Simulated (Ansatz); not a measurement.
`F[Si](F)(F)[Te]` radical. Charge 0, multiplicity 2. Te: def2 effective core potential. The geometry is a stationary point of PBE0-D4/def2-TZVP.

```xyz
5

F     1.439   -0.660   -0.435
Si    0.084    0.070   -0.093
F    -0.766    0.161   -1.418
F     0.476    1.534    0.337
Te   -1.233   -1.105    1.608
```

What is the dipole moment at B3LYP/def2-TZVPP? (An estimate is asked.)

Computed: 1.82 D, with components (-0.95, -0.87, 1.29) D in this frame, pointing from negative to positive charge.

And with PBE, r2SCAN, ωB97M-V? (Estimate.)

The calculation gave: PBE 1.69 D, r2SCAN 1.66 D, ωB97M-V 1.72 D.

Give the Mulliken charges with B3LYP, ωB97M-V, PBE in def2-TZVPP. (Best estimate.)

The calculation gave: 
```csv
atom,B3LYP,ωB97M-V,PBE
F1,-0.28,-0.27,-0.24
Si2,0.87,0.84,0.74
F3,-0.28,-0.27,-0.24
F4,-0.28,-0.27,-0.24
Te5,-0.02,-0.02,-0.02
```

B3LYP here is the variant with VWN-RPA as its local correlation; programs differ in this.
